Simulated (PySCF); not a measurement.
## Continuum solvent and chemical shifts

Bonds (- single, = double, # triple, : aromatic): C1=C2, C2-C3, C3:C4, C4:C5, C5:C6, C6:C7, C7-C8, C7:C9, C9:C3. C1 carries H10, H11; C2 carries H12; C4 carries H13; C5 carries H14; C6 carries H15; C8 carries H16, H17, H18; C9 carries H19. H11 is cis to C3; H10 is trans to C3.

GIAO PBE0/pcSseg-1 in PySCF 2.14.0 with density-fitted response routines on one PBE0-D3(BJ)/def2-SVP conformer, non-relativistic, equivalent nuclei averaged. Solvents enter as an IEF-PCM continuum (chloroform with ε = 4.7, dimethylsulfoxide with ε = 46.8) around the gas-phase geometry. Shifts are referred to TMS computed in the same medium.

In chloroform, δ in ppm: C2 145.8, C7 145.3, C3 141.6, C9 137.5, C6 135.6, C5 134.6, C4 125.2, C1 120.4, C8 23.3, H13 7.87, H14 7.54, H15 7.35, H19 7.11, H12 6.72. Dipole moment 0.72 D.

Question: How does each δ change in the more polar medium?

Answer: 
| atoms | environment | Δδ, dimethylsulfoxide |
| --- | --- | --- |
| C2 | alkene CH | +0.2 |
| C7 | substituted aromatic carbon | +0.9 |
| C3 | substituted aromatic carbon | +0.2 |
| C9 | aromatic CH | +0.3 |
| C6 | aromatic CH | +0.6 |
| C5 | aromatic CH | +0.5 |
| C4 | aromatic CH | +0.3 |
| C1 | terminal =CH2 carbon | +1.0 |
| C8 | methyl carbon on an aromatic ring | +0.1 |
| H13 | hydrogen on an aromatic CH | +0.07 |
| H14 | hydrogen on an aromatic CH | +0.08 |
| H15 | hydrogen on an aromatic CH | +0.08 |
| H19 | hydrogen on an aromatic CH | +0.10 |
| H12 | hydrogen on an alkene CH | +0.07 |

Changes are relative to chloroform. The dipole moment becomes 0.76 D in dimethylsulfoxide.

Question: Which nuclei move most (in ppm), and what does the model miss?

Answer: C7 (substituted aromatic carbon, +0.9 ppm) and C1 (terminal =CH2 carbon, +1.0 ppm) in dimethylsulfoxide. A continuum only polarises the solute; specific hydrogen bonds, the anisotropy of aromatic solvents and changes of geometry or conformer are outside it.
